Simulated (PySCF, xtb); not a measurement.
germylsilane cation (GeH6Si), SMILES [SiH3][GeH3] (connectivity only; charge and spin as stated), charge +1, multiplicity 2.

Harmonic wavenumbers (cm⁻¹) from GFN2-xTB (xtb 6.7.1) at its own minimum, in rising order: 64, 196, 251, 251, 332, 332, 632, 675, 675, 731, 773, 773, 1892, 2018, 2018, 2241, 2272, 2272.

Task: What does PySCF with PBE-D3(BJ)/def2-TZVP give at its own minimum? (An estimate is asked for; the answer gives what the named calculation found.)

Result: 98, 167, 225, 225, 278, 278, 640, 712, 807, 807, 885, 885, 2103, 2160, 2160, 2177, 2240, 2240. Paired by order, the mean absolute difference is 74 cm⁻¹ and the zero-point energies are 26.3 and 27.3 kcal/mol.
